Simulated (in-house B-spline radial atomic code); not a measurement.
Kr³⁺ is squeezed into an impenetrable sphere of radius R (the orbitals vanish at R). Method: non-relativistic PBE, spin-polarised, spherical fractional occupations, point nucleus. Calculated with a radial B-spline atomic code at the basis-set limit.

Energies in eV above the free ion in [Ar] 3d10 4s2 4p3:

| R (bohr) | highest level (eV) | [Ar] 3d10 4s2 4p3 | [Ar] 3d10 4s1 4p3 4f1 | [Ne] 3s2 3p5 3d10 4s2 4p3 4f1 | -dE/dV in [Ar] 3d10 4s2 4p3 (GPa) |
| --- | --- | --- | --- | --- | --- |
| 7.87 | -44.6 | -1.062e-05 | 46.96 | 232.4 | 2.19e-05 |
| 6.69 | -44.6 | 0.0002065 | 47.33 | 232.8 | 0.00138 |
| 4.65 | -44.5 | 0.1072 | 50.44 | 235.8 | 1.23 |
| 4.32 | -44.4 | 0.2743 | 51.83 | 237.1 | 3.56 |
| 3.83 | -43.8 | 1.065 | 55.26 | 240.3 | 17 |
| 2.81 | -37.6 | 15.63 | 81.21 | 265.4 | 436 |
| 2.46 | -30 | 38.18 | 110.7 | 295.6 | 1380 |
| 2.34 | -25.8 | 51.88 | 127.2 | 312.9 | 2090 |
| 1.84 | 11.3 | 192.6 | 279.5 | 479.4 | 13300 |
| 1.47 | 93.3 | 558.6 | 640.6 | 887 | 68300 |

Question: Does [Ar] 3d10 4s1 4p3 4f1 fall below [Ar] 3d10 4s2 4p3 under compression?

Answer: No, it stays above over the whole range.

Question: Does [Ne] 3s2 3p5 3d10 4s2 4p3 4f1 fall below [Ar] 3d10 4s2 4p3 under compression?

Answer: No, it stays above over the whole range.

The highest level is first positive in the row R = 1.84 bohr, pushed up by confinement above the zero of the free ion's potential. Each configuration is held fixed and needn't be the lowest in the sphere.
